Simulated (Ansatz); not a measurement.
Ansatz results at the PBE0-D4/def2-TZVP geometry: size of the dipole moment (PBE/def2-TZVPP) 1.77 D; zero-point energy (PBE0-D4/def2-TZVP) 138.9 kJ/mol; size of the dipole moment (ωB97M-V/def2-TZVPP) 1.86 D.

Each molecule was computed in one conformer, which needn't be the lowest.

**Question.** Which molecule gave them?
A. `[CH3][GeH][SH]`•
B. `[O]CF`•
C. `[CH3][SnH][SH]`•
D. `[AlH][Br]`•

**Answer.** A. The others give `[CH3][SnH][SH]`•: 2.03, 133.8, 2.19; `[O]CF`•: 2.16, 79.0, 2.13; `[AlH][Br]`•: 1.33, 16.5, 1.72.
